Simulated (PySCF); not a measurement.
**Input and output**

[YbOCl]− (singlet in the valence; each metal's 4f electrons, 14 of them, lie in its core potential, out of spins and levels). PySCF 2.14.0, RKS B3LYP, Yb lcecp-0-SVP with ECP60, O def2-SVP, Cl def2-SVP; non-relativistic Hamiltonian with scalar-relativistic core potentials where named; density fitting; no spin-orbit coupling. Purpose: level B3LYP.

```python
mol = gto.M(atom='''
Yb     0.22221     0.00000    -0.19251
O      2.10915     0.00000     0.52757
Cl    -2.29382     0.00000     0.86443''',
    basis={'Yb': 'lcecp-0-SVP', 'O': 'def2-SVP', 'Cl': 'def2-SVP'},
    ecp={'Yb': 'lcecp-0-SVP'},
    charge=-1, spin=0)
mf = dft.RKS(mol, xc='B3LYP')
mf.grids.atom_grid = (75, 302)  # f atoms: unpruned, at least (60, 302)
mf = mf.density_fit()  # fitting sets: Yb AutoAux, O def2-universal-JKFIT, Cl def2-universal-JKFIT
mf.conv_tol = 1e-08; mf.max_cycle = 55
mf.kernel(dm0)  # dm0: converged density of the relaxed state
mf.nuc_grad_method().kernel()
```

Run from Python with OMP_NUM_THREADS=2; the lines above give its settings. Where DIIS fails, smearing, a level shift and second-order steps follow.
It took 2.4 s on 2 threads of Intel(R) Xeon(R) Platinum 8488C (Sapphire Rapids), on a shared host, from an already converged density.

The 4f levels lie in the core potential and are missing. The gap is small, and the closed shell wasn't tested for a lower spin-broken solution. The highest filled level lies above zero, as often for anions with such functionals and bases; it isn't the detachment energy.

Task: What are the Mulliken charges and spins?

Result: 
```tsv
atom	charge (e)	spin (e)
Yb1	0.151	0.000
O2	-0.643	0.000
Cl3	-0.508	0.000
```

Task: What forces act on the atoms (eV/Å)?

Result: 
```
Yb  -0.25  0.00 -0.22
O    0.32  0.00  0.16
Cl  -0.06  0.00  0.06
```
Forces carry noise of the integration grid, about 0.01 to 0.03 eV/Å.

The geometry was relaxed with PBE0 (Yb lcecp-0-SVP with ECP60, O def2-SVP, Cl def2-SVP).

An lcecp potential fixes the number of 4f electrons, so in runs with it no electron can move into or out of that shell.
